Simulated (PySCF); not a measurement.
# Relaxation of quartet IrCl₃⁺

Level of theory: UB3LYP/[Ir def2-SVP with ECP60, Cl def2-SVP], scalar-relativistic core potentials, density fitting, no spin–orbit coupling, PySCF. A (50,194) grid was used.

A start at or just off a symmetric point, pushed along the force that breaks its symmetry, of C2v symmetry, free to break it:

Coordinates in bohr (charge 1 multiplicity 4):
```
Ir    0.0295    0.0000    0.0000
Cl    4.1546   -0.0001    0.0000
Cl   -2.1586    3.5256    0.0000
Cl   -2.1588   -3.5255    0.0000
```

Optimiser trace:
| step | E − E(last) (kJ/mol) | largest gradient (Eh/bohr) |
| --- | --- | --- |
| 0 | 17.51 | 0.00934 |
| 1 | 9.14 | 0.00666 |
| 2 | 0.22 | 0.00333 |
| 3 | 0.00 | 0.00028 |
| 4 | 0.00 | 0.00008 |

It ends at C2v with Ir–Cl 2.182 Å (×2), Ir–Cl 2.195 Å; Cl–Ir–Cl 99.6°, Cl–Ir–Cl 130.2° (×2) (after a last refinement on a finer grid). A frequency run shows 1 imaginary mode, down to 57i cm⁻¹, so it is a saddle point. Other isomers or separated fragments may lie lower.

Final geometry:
```xyz
4
charge 1 multiplicity 4, angstrom
Ir    0.0717    0.0000    0.0000
Cl    2.2666    0.0001    0.0000
Cl   -1.3369    1.6665    0.0000
Cl   -1.3368   -1.6666    0.0000
```

With open d or f shells other occupations or spin states may lie lower. Spin–orbit coupling, left out here, can matter for elements this heavy.

The relaxation took of the order of 40 core-seconds on a shared host.
